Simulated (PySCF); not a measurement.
Species: sum formula H₄BSiO₂, charge 0, multiplicity 2. It need not be the lowest isomer of its formula. 
Geometry from a B3LYP-D3(BJ)/def2-TZVP (Ansatz) optimisation:
```xyz
8

O      2.3553    -0.2182    -0.3687
B      1.1995     0.3457     0.0498
O      0.0135    -0.2523    -0.1327
Si    -1.5710     0.0863     0.2151
H      3.1323     0.3141    -0.1761
H     -1.6796     1.3899     0.9048
H     -2.3192     0.1176    -1.0577
H     -2.0876    -0.9939     1.0796
```
Charge 0, spin multiplicity 2.

Dispersion corrections to the total energy (kcal/mol) from the dftd3 and dftd4 libraries through PySCF: D3(BJ) without and D4 with the three-body term, each with the damping fitted for the functional named.

```csv
functional,D3(BJ),D4
PW6B95,?,-2.66
BHLYP,?,-3.67
r2SCAN,-0.82,-0.73
PBE0,-2.58,-2.53
B3LYP,?,-4.87
HSE06,-2.01,-2.35
CAM-B3LYP,-2.40,-2.56
```

**Question.** What belongs in the gaps?

**Answer.** 
- PW6B95, D3(BJ): -1.59
- BHLYP, D3(BJ): -4.26
- B3LYP, D3(BJ): -5.28
